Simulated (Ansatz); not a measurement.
Ansatz results at the PBE0-D4/def2-TZVP geometry: HOMO energy (PBE/def2-TZVPP) -6.91 eV; LUMO energy (PBE0/def2-TZVPP) -0.45 eV; HOMO–LUMO gap (B3LYP/def2-TZVPP) 7.48 eV.

Each molecule was computed in one conformer, which needn't be the lowest.

Which molecule gave them?
A. `C[N](C)[Hf]([OH])([F])[CH2]C(C)(C)C`
B. `CC(C)[O][Hf]([Cl])([Cl])[O]C(C)C`
C. `[F][Hf]([F])([F])[Cl]`
D. `[CH3][Hf]([OH])([F])[Br]`

B. The others give `C[N](C)[Hf]([OH])([F])[CH2]C(C)(C)C`: -5.26, 0.00, 6.01; `[F][Hf]([F])([F])[Cl]`: -8.55, -1.08, 8.41; `[CH3][Hf]([OH])([F])[Br]`: -6.76, -0.90, 6.73.

B3LYP here is the variant with VWN-RPA as its local correlation; programs differ in this.
